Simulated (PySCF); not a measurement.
Molecule: [AlCl3(PMe3)] (C[P+](C)(C)[Al-]([Cl])([Cl])[Cl], C₃H₉AlCl₃P).

Structure with atom numbers: `[CH3:1][P+:2]([CH3:3])([CH3:4])[Al-:5]([Cl:6])([Cl:7])[Cl:8]`. Hydrogens are named by the atom that carries them.

Geometry PBE0-D3(BJ)/def2-SVP throughout; GIAO in PySCF 2.14.0 with density-fitted response routines, gas phase, one conformer, non-relativistic; equivalent atoms averaged; basis pcSseg-1.

(1) How do the absolute shieldings σ depend on the functional? (ppm; last column core-seconds on 1 thread of an Arm Neoverse V2, shared host; the GGAs took longer than the global hybrids here, which isn't the general rule, and the cause wasn't traced)

(2) Which nucleus moves most, in ppm?

## Answers

(1) 
```csv
functional,kind,C1/C3/C4,P2,Al5,Cl6/Cl7/Cl8,H(C1)/H(C3)/H(C4),core-s
PBE,GGA,170.9,362.4,437.7,913.8,29.94,42
BLYP,GGA,165.9,339.9,432.7,910.7,30.11,42
B97-D,GGA,169.8,363.7,457.5,931.9,30.12,43
B3LYP,global hybrid,170.7,357.5,443.6,934.5,30.13,35
mPW1PW91,global hybrid,175.4,379.8,451.9,944.6,30.05,36
BHandHLYP,global hybrid,176.6,381.6,459.8,963.1,30.18,37
```

(2) Cl6/Cl7/Cl8 (chlorine bonded to Al): from 910.7 ppm with BLYP to 963.1 ppm with BHandHLYP. The smallest spread is 0.24 ppm, at H(C1)/H(C3)/H(C4). Proton shifts span only some 12 ppm, so a few tenths of a ppm matter as much there as several ppm in carbon.
